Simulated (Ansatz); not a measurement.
Consider the formal hydrolysis of a C–Cl bond: `ClC(Cl)Br` + H₂O → `OC(Cl)Br` + HCl.

Calculated with Ansatz (gas phase, PBE0-D4/def2-TZVP geometries, no zero-point term in ΔE). CBS: MP2 limit from def2 TZ/QZ plus the TZ coupled-cluster correction, frozen cores. This one scheme is used for every species. DFT in def2-TZVPP. For Br outer-core shells are correlated without core-valence functions, which leaves a few kJ/mol of doubt a bond. Scalar relativity is left out up to krypton. One conformer a species, not always the lowest.

Question: Is it downhill or uphill in electronic energy at CCSD(T)/CBS, and by how much? (Estimate.)

Answer: Computed: Downhill: ΔE = -0.17 eV.

Question: What do these levels give: revPBE-D4, BLYP-D4, r2SCAN0-D4, B2PLYP, LC-ωPBE, SCS-MP2/def2-TZVPP? (Best estimate.)

Answer: Ansatz gave: revPBE-D4 -0.26, BLYP-D4 -0.28, r2SCAN0-D4 -0.32, B2PLYP -0.28, LC-ωPBE -0.29, SCS-MP2/def2-TZVPP -0.20 eV.

Largest T1 diagnostic among the species: 0.009.

In def2-TZVPP, CCSD(T) changes the Hartree–Fock value by +0.13 eV (the triples alone add +0.01 eV) and MP2 by +0.22 eV. The D4 term adds +0.04 eV with B3LYP and +0.02 eV with PBE0; it sums over pairs of atoms, weighted by their polarisabilities, and B3LYP, whose exchange is more repulsive, gets the larger term. At CCSD(T), def2-SVP lies −0.31 eV from the extrapolated value and def2-TZVPP −0.08 eV.

B3LYP here is the variant with VWN-RPA as its local correlation; programs differ in this.
